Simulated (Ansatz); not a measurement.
Reaction (formal exchange of groups at a B–F bond): `NCBF` + `CC` → `CCBCN` + H–F

Program: Ansatz. Geometries: PBE0-D4/def2-TZVP. ΔE: electronic, gas phase. CCSD(T)/CBS is the MP2 limit (def2-TZVPP, def2-QZVPP) plus CCSD(T) − MP2 in def2-TZVPP, frozen cores. This one scheme is used for every species. DFT in def2-TZVPP. B3LYP here is the variant with VWN-RPA as its local correlation; programs differ in this. One conformer a species, not always the lowest.

| species | B3LYP-D4 energy (Eh) |
| --- | --- |
| `NCBF` | -220.71283 |
| `CC` | -79.87051 |
| `CCBCN` | -200.03136 |
| H–F | -100.49283 |

**Question.** Work out ΔE.

**Answer.** ΔE = (-200.03136) + (-100.49283) − (-220.71283) − (-79.87051) = 0.05915 Eh = +1.61 eV. CCSD(T)/CBS gives +1.50 eV.

Largest T1 diagnostic among the species: 0.011.

The D4 term adds −0.10 eV with B3LYP and −0.06 eV with PBE0; it sums over pairs of atoms, weighted by their polarisabilities, and B3LYP, whose exchange is more repulsive, gets the larger term. In def2-TZVPP, CCSD(T) changes the Hartree–Fock value by −0.26 eV (the triples alone add −0.02 eV) and MP2 by −0.29 eV.
